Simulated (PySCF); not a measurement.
**Two-dimensional NMR puzzle**

Compound of formula C3H9F2NSi3. Correlations simulated from computed shifts and the bond graph:

HSQC (one-bond C–H):
```tsv
δH	δC
8.41	172.1
0.80	-1.7
0.75	-1.7
```

COSY cross peaks (H two or three bonds apart, from the bond graph; peaks can be absent where the dihedral angle is near 90°):
```tsv
δH	δH
4.85	4.68
4.85	4.56
4.85	0.80
4.85	0.75
4.75	4.71
4.75	4.68
4.75	4.56
4.75	0.80
4.75	0.75
4.71	4.68
4.71	4.56
4.71	0.80
4.71	0.75
4.68	4.56
0.80	0.75
```

HMBC (two and three bonds, from the bond graph):
```tsv
δH	δC
8.41	130.9
4.85	172.1, 130.9, -1.7
4.75	-1.7
4.71	-1.7
4.68	130.9, -1.7
4.56	130.9, -1.7
0.80	130.9
0.75	130.9
```

Carbons without hydrogens: δ 130.9.

No solvent model, non-relativistic, one conformer. GFN2-xTB structure; GIAO PBE0/pcSseg-1 shieldings; PySCF 2.14.

δ = σ(ref) − σ, references computed at the same level: TMS for ¹H (σref 31.72), ¹³C (σref 186.93).

Exchangeable hydrogens are left out of these lists.

Work out the connectivity.

## Answers

`[SiH2]1[Si@H](C(/C=N\[H])(F)F)C[SiH2]1`.

Structure with atom numbers: `[H]/[N:1]=[CH:2]\[C:3]([F:4])([F:5])[Si@@H:6]1[CH2:7][SiH2:8][SiH2:9]1`. Hydrogens are named by the atom that carries them. Ha(C7), Ha(Si8), Ha(Si9) are cis to C3 on the ring; Hb(C7), Hb(Si8), Hb(Si9) are trans to C3 on the ring.

δC 172.1 is C2, a C=N carbon (δH 8.41). δC 130.9 is C3, a fully substituted sp3 carbon bonded to 2 F and Si. δC -1.7 is C7, an sp3 CH2 bonded to 2 Si (δH 0.75, 0.80). HMBC from δH 8.41 reaches the proton-free carbon C3. HMBC from δH 4.85 reaches the proton-free carbon C3. HMBC from δH 4.68 reaches the proton-free carbon C3. HMBC from δH 4.56 reaches the proton-free carbon C3. COSY links 4.85–4.68, 4.85–4.56, 4.85–0.80, 4.85–0.75, 4.75–4.71, 4.75–4.68.

This is the structure that produced the data.

Exchangeable OH/NH protons stand at their gas-phase positions; hydrogen bonding in a real sample shifts them, mostly to higher δ. Shifts are as computed. Against solution values, carbons near 30 ppm lie about +3 ppm off and those near 130 ppm about +5 ppm. Of 1211 compounds with measured shifts, 218 miss one by over three times the rms of a fit or turn the order of signals round; such compounds aren't used in these exercises.
